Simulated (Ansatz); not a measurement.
The same path of CH₃NOTe (7 atoms, charge 0, multiplicity 1) was run twice with different band settings. The coordinate that changes most is the dihedral H6–N3–Te4–H7.

All numbers below come from RKS B3LYP-D4/def2-SVP in Ansatz 0.2.0.

Relaxed end points:

```xyz
7
Properties=species:S:1:pos:R:3
O 0.570 -1.518 -0.847
C 0.741 -0.807 0.112
N 0.226 0.448 0.297
Te -0.952 1.424 -1.093
H 1.366 -1.115 0.991
H 0.420 0.913 1.179
H -2.372 0.654 -0.637
```

```xyz
7
Properties=species:S:1:pos:R:3
O 0.344 -1.701 -0.579
C 0.771 -0.782 0.076
N 0.073 0.324 0.479
Te -1.930 0.632 0.073
H 1.832 -0.737 0.436
H 0.578 1.041 0.992
H -1.668 1.223 -1.477
```

Common settings: spring 5.0 eV/Å²; optimiser quadratic models (default); start path IDPP; force threshold 0.03 eV/Å; end points relaxed.

| run | movable images | climbing image | iteration limit |
| --- | --- | --- | --- |
| 1 | 5 | yes | 60 |
| 2 | 8 | no | 53 |

Question: What does each run give, and how far can it be trusted?

Answer: Run 1: converged after 13 iterations, highest image 0.107 eV above the first end. A vibrational analysis at the climbing image gives one clearly imaginary mode, 157i cm⁻¹: a first-order saddle point.
Run 2: converged after 8 iterations, highest image 0.104 eV above the first end. No image climbed, so the highest image needn't sit at the top of the path.
